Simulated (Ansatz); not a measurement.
Cd2O2. Charge 0, multiplicity 5. Geometry PBE-D4/def2-TZVP.

Cartesian coordinates in Å:
```
Cd 1.104 -0.818 -1.693
Cd 0.072 2.112 0.537
O -0.416 -1.136 0.206
O -0.760 -0.158 0.950
```

In the def2 sets Cd takes a core potential, while STO-3G treats all electrons; there is no spin–orbit coupling. The structure holds 1 bond(s) between oxygen atoms. At HF/STO-3G the highest occupied level of the charge 0 quintet lies above zero (up to 0.76 eV). In Hartree–Fock with STO-3G the lack of diffuse functions raises the level. At PBE0-D4/def2-TZVP a triplet of charge 0 lies 3.65 eV below the quintet, each at its own geometry. Another isomer (singlet) lies 0.06 eV lower at r2SCAN-D4/def2-TZVP.

Estimate the α-spin orbital energies around the gap (eV) in Ansatz with HF/STO-3G, HF/def2-TZVP, r2SCAN-D4/def2-TZVP, r2SCANh-D4/def2-TZVP, PBE0-D4/def2-TZVP.


```
orbital  HF/STO-3G  HF/def2-TZVP  r2SCAN-D4/def2-TZVP  r2SCANh-D4/def2-TZVP  PBE0-D4/def2-TZVP
 HOMO−9      -8.62        -21.11               -13.03                -13.90             -14.89
 HOMO−8      -8.61        -21.05               -12.96                -13.84             -14.83
 HOMO−7      -8.59        -18.88               -12.77                -13.54             -14.26
 HOMO−6      -8.49        -17.87               -12.66                -13.34             -14.06
 HOMO−5      -8.47        -17.00               -12.28                -13.00             -13.71
 HOMO−4      -6.94        -12.25                -7.34                 -7.85              -8.42
 HOMO−3      -6.26        -11.26                -7.19                 -7.83              -8.40
 HOMO−2      -5.38        -10.08                -7.04                 -7.41              -7.66
 HOMO−1      -4.01         -8.77                -5.88                 -6.28              -6.57
   HOMO       0.76         -5.00                -2.84                 -3.08              -3.22
   LUMO       8.13          0.26                -2.01                 -1.81              -1.55
 LUMO+1       8.17          1.09                -1.08                 -0.87              -0.66
 LUMO+2       8.82          1.24                -1.06                 -0.87              -0.61
 LUMO+3      10.37          1.81                -0.79                 -0.57              -0.39
 LUMO+4      11.78          2.79                 0.28                  0.49               0.60
 LUMO+5      21.76          5.32                 2.90                  3.08               2.96
 β HOMO      -3.69         -9.20                -5.83                 -6.02              -6.43
 β LUMO       5.14         -0.89                -5.33                 -5.01              -4.77
```
